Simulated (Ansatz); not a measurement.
C10H8Se, SMILES c1cc(-c2ccc[se]2)ccc1. Atoms are numbered in the order given.

```xyz
19

C     -3.8020     0.4872    -0.3149
C     -3.1253    -0.7315    -0.2946
C     -1.7364    -0.7614    -0.2192
C     -0.9907     0.4267    -0.1534
C      0.4712     0.4104    -0.0780
C      1.3535     1.3690    -0.5155
C      2.7312     1.0797    -0.2992
C      2.9746    -0.1148     0.3184
Se     1.4030    -1.0151     0.7020
C     -1.6868     1.6473    -0.1653
C     -3.0747     1.6756    -0.2517
H     -4.8923     0.5111    -0.3768
H     -3.6832    -1.6694    -0.3472
H     -1.2154    -1.7228    -0.2320
H      1.0149     2.2750    -1.0222
H      3.5326     1.7537    -0.6091
H      3.9426    -0.5402     0.5809
H     -1.1292     2.5826    -0.0836
H     -3.5950     2.6365    -0.2568
```
Charge 0, spin multiplicity 1.

Geometry: PBE0-D3(BJ)/def2-SVP. Other conformers were not sampled.

Two levels are set side by side: PBE-D3(BJ)/def2-SVP (Ansatz, a program for electronic structure) and PBE0-D3(BJ)/def2-SVP (Ansatz). Each level has its own optimised geometry; the coordinates shown are those of the second. Differences are taken from unrounded values.

```json
[
 {"quantity": "mean bond length (Å)", "PBE0-D3(BJ)": "1.324"},
 {"quantity": "bond C1–C2 (Å)", "PBE0-D3(BJ)": "1.394"},
 {"quantity": "bond C1–C11 (Å)", "PBE0-D3(BJ)": "1.395"},
 {"quantity": "bond C2–C3 (Å)", "PBE0-D3(BJ)": "1.391"},
 {"quantity": "bond C3–C4 (Å)", "PBE0-D3(BJ)": "1.404"},
 {"quantity": "bond C4–C5 (Å)", "PBE0-D3(BJ)": "1.464"},
 {"quantity": "bond C4–C10 (Å)", "PBE0-D3(BJ)": "1.405"},
 {"quantity": "bond C5–C6 (Å)", "PBE0-D3(BJ)": "1.374"},
 {"quantity": "bond C5–Se9 (Å)", "PBE0-D3(BJ)": "1.873"},
 {"quantity": "bond C6–C7 (Å)", "PBE0-D3(BJ)": "1.424"},
 {"quantity": "bond C7–C8 (Å)", "PBE0-D3(BJ)": "1.367"},
 {"quantity": "bond C8–Se9 (Å)", "PBE0-D3(BJ)": "1.851"},
 {"quantity": "bond C10–C11 (Å)", "PBE0-D3(BJ)": "1.391"},
 {"quantity": "bond C1–H12 (Å)", "PBE0-D3(BJ)": "1.092"},
 {"quantity": "bond C2–H13 (Å)", "PBE0-D3(BJ)": "1.093"},
 {"quantity": "bond C3–H14 (Å)", "PBE0-D3(BJ)": "1.094"},
 {"quantity": "bond C6–H15 (Å)", "PBE0-D3(BJ)": "1.092"}
]
```

Problem. What does PBE-D3(BJ) give, and how far is it from PBE0-D3(BJ)? (The exact figures need the calculation; the answer reports its results.)

Solution. 
```json
[
 {"quantity": "mean bond length (Å)", "PBE-D3(BJ)": "1.333", "PBE-D3(BJ) minus PBE0-D3(BJ)": "0.010"},
 {"quantity": "bond C1–C2 (Å)", "PBE-D3(BJ)": "1.404", "PBE-D3(BJ) minus PBE0-D3(BJ)": "0.010"},
 {"quantity": "bond C1–C11 (Å)", "PBE-D3(BJ)": "1.405", "PBE-D3(BJ) minus PBE0-D3(BJ)": "0.010"},
 {"quantity": "bond C2–C3 (Å)", "PBE-D3(BJ)": "1.400", "PBE-D3(BJ) minus PBE0-D3(BJ)": "0.009"},
 {"quantity": "bond C3–C4 (Å)", "PBE-D3(BJ)": "1.416", "PBE-D3(BJ) minus PBE0-D3(BJ)": "0.012"},
 {"quantity": "bond C4–C5 (Å)", "PBE-D3(BJ)": "1.466", "PBE-D3(BJ) minus PBE0-D3(BJ)": "0.002"},
 {"quantity": "bond C4–C10 (Å)", "PBE-D3(BJ)": "1.417", "PBE-D3(BJ) minus PBE0-D3(BJ)": "0.012"},
 {"quantity": "bond C5–C6 (Å)", "PBE-D3(BJ)": "1.388", "PBE-D3(BJ) minus PBE0-D3(BJ)": "0.013"},
 {"quantity": "bond C5–Se9 (Å)", "PBE-D3(BJ)": "1.895", "PBE-D3(BJ) minus PBE0-D3(BJ)": "0.022"},
 {"quantity": "bond C6–C7 (Å)", "PBE-D3(BJ)": "1.429", "PBE-D3(BJ) minus PBE0-D3(BJ)": "0.004"},
 {"quantity": "bond C7–C8 (Å)", "PBE-D3(BJ)": "1.379", "PBE-D3(BJ) minus PBE0-D3(BJ)": "0.012"},
 {"quantity": "bond C8–Se9 (Å)", "PBE-D3(BJ)": "1.868", "PBE-D3(BJ) minus PBE0-D3(BJ)": "0.017"},
 {"quantity": "bond C10–C11 (Å)", "PBE-D3(BJ)": "1.400", "PBE-D3(BJ) minus PBE0-D3(BJ)": "0.009"},
 {"quantity": "bond C1–H12 (Å)", "PBE-D3(BJ)": "1.100", "PBE-D3(BJ) minus PBE0-D3(BJ)": "0.008"},
 {"quantity": "bond C2–H13 (Å)", "PBE-D3(BJ)": "1.101", "PBE-D3(BJ) minus PBE0-D3(BJ)": "0.008"},
 {"quantity": "bond C3–H14 (Å)", "PBE-D3(BJ)": "1.102", "PBE-D3(BJ) minus PBE0-D3(BJ)": "0.008"},
 {"quantity": "bond C6–H15 (Å)", "PBE-D3(BJ)": "1.100", "PBE-D3(BJ) minus PBE0-D3(BJ)": "0.008"}
]
```

Exact exchange shortens and stiffens bonds; PBE has none. Differences between two approximate levels are no errors against the true value.
